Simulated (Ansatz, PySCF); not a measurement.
CH10Ge2Si (SMILES C[SiH]([GeH3])[GeH3]), singlet, at a GFN2-xTB geometry, with bond 7-2 at 1.4 times its length. Base run: CASSCF(2,4)/STO-3G in PySCF.

Here is a job for PySCF.
```python
from pyscf import gto, scf, mcscf
import numpy

mol = gto.M(
    atom='''
Si   -0.126330    0.846998    0.264781
C    -0.490677    2.111841   -1.107465
Ge    1.990457   -0.101095   -0.104628
Ge   -1.813756   -0.786589    0.272678
H    -0.122952    1.542523    1.561385
H    -0.501736    1.628459   -2.082063
H    -1.845404    2.773972   -0.904251
H     0.263676    2.893706   -1.135030
H     2.985475    0.080191    1.003526
H     1.998169   -1.585551   -0.328648
H     2.719888    0.427902   -1.305935
H    -2.911915   -0.566320   -0.727605
H    -2.558947   -0.944767    1.565178
H    -1.355081   -2.184083   -0.028229
''',
    basis='sto-3g',
    charge=0,
    spin=0,
    verbose=4,
)

mf = scf.RHF(mol)
mf.kernel()
mc = mcscf.CASSCF(mf, 4, 2)
mc.fix_spin_(ss=0.0)
mc.kernel()
occ = numpy.linalg.eigvalsh(mc.fcisolver.make_rdm1(mc.ci, mc.ncas, mc.nelecas))[::-1]
ss = mc.fcisolver.spin_square(mc.ci, mc.ncas, mc.nelecas)[0]
print('natural occupations', occ.round(4), ' <S^2>', round(ss, 4))
```

Programs used: Ansatz (an electronic-structure program), PySCF; a row that names a program was run with it.

Each row names what was changed in the base input (with any setting that the change needs).

| change | ΔE vs base (kcal/mol) | natural occupations | <S^2> of the state | outcome |
|---|---|---|---|---|
| base | 0.000 | 1.98 0.01 0.00 0.00 | 0.00 | converged |
| active space = 10 electrons, 9 orbitals | -44.05 | 2.00 1.99 1.98 1.97 1.92 0.08 0.03 0.02 0.02 | 0.00 | converged |
| code = ansatz; correction = SC-NEVPT2, all electrons | -117.5 | - | - | converged |
| code = ansatz | -19.14 | - | - | converged |
| active space = 8 electrons, 9 orbitals | -44.30 | 1.98 1.98 1.97 1.92 0.08 0.03 0.02 0.02 0.00 | 0.00 | converged |
| solver = newton | 0.000 | 1.98 0.01 0.00 0.00 | 0.00 | converged |
| state_average = 2 states | 3.38 | - | - | converged |
| conv_tol = 1e-5 | 0.001 | 1.98 0.01 0.00 0.00 | 0.00 | converged |
| start = MP2 natural orbitals | -19.15 | 1.92 0.08 0.00 0.00 | 0.00 | converged |
| active space = 8 electrons, 6 orbitals | - | - | - | not converged |
| correction = SC-NEVPT2 | -111.8 | 1.98 0.01 0.00 0.00 | 0.00 | converged |

Active orbitals are taken around the Fermi level unless the row says otherwise; CASSCF can end in different local minima, and two programs can end on different orbitals. State-averaged rows give the lowest state.

Ansatz warned in this series: the state or the total is in doubt.
